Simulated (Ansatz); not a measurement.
ethyl methyl carbonate (SMILES CCOC(=O)OC) moved off its minimum; all values from Ansatz (a quantum-chemistry and plane-wave program), cores frozen in correlated methods.
(charge 0, multiplicity 1)
```xyz
15

C     -3.0546    -0.3967    -0.0376
C     -1.8093     0.3426     0.2942
O     -0.6388    -0.3877    -0.2089
C      0.5105     0.1498     0.0133
O      0.7120     1.2236     0.6234
O      1.5037    -0.6488    -0.4425
C      2.8285    -0.2263    -0.3372
H     -3.0320    -1.4210     0.3775
H     -3.9065     0.1651     0.3294
H     -3.0950    -0.4867    -1.1313
H     -1.7637     1.3598    -0.1223
H     -1.6752     0.4861     1.3974
H      3.4278    -0.9489    -0.7872
H      3.0375     0.7926    -0.7729
H      3.1032    -0.1256     0.7929
```

Forces at HF/def2-TZVPP (eV/Å):

```
atom      Fx      Fy      Fz
----  ------  ------  ------
C1     0.248  -1.029  -0.934
C2     1.718   1.245   1.529
O3    -0.987   0.408   0.188
C4     2.720   3.069   2.365
O5    -0.789  -4.333  -2.729
O6    -2.188   1.081  -0.016
C7     0.472   2.956   3.237
H8    -0.191   0.810  -0.145
H9     0.017  -0.216  -0.058
H10   -0.404  -0.022   0.498
H11   -0.188  -0.778   0.016
H12   -0.090  -0.399  -1.257
H13    0.698  -1.047  -0.666
H14   -0.634  -1.414   0.297
H15   -0.403  -0.330  -2.326
```

Question: Give the forces (eV/Å), the total energy and the dipole at CCSD(T)/aug-cc-pVTZ.

Answer: 
| atom | Fx | Fy | Fz |
|---|---|---|---|
| C1 | 0.301 | -0.953 | -0.808 |
| C2 | 1.380 | 1.167 | 1.436 |
| O3 | -1.987 | -1.021 | -0.521 |
| C4 | 2.697 | 2.893 | 2.042 |
| O5 | -0.354 | -2.002 | -1.368 |
| O6 | -1.845 | -0.441 | -0.702 |
| C7 | 0.594 | 3.040 | 3.097 |
| H8 | -0.149 | 0.487 | -0.028 |
| H9 | -0.219 | -0.024 | 0.053 |
| H10 | -0.355 | -0.035 | 0.160 |
| H11 | -0.127 | -0.320 | -0.117 |
| H12 | -0.016 | -0.292 | -0.781 |
| H13 | 0.895 | -1.285 | -0.801 |
| H14 | -0.508 | -0.975 | 0.187 |
| H15 | -0.307 | -0.240 | -1.850 |
Energy -382.3649 hartree, dipole 1.30 D.
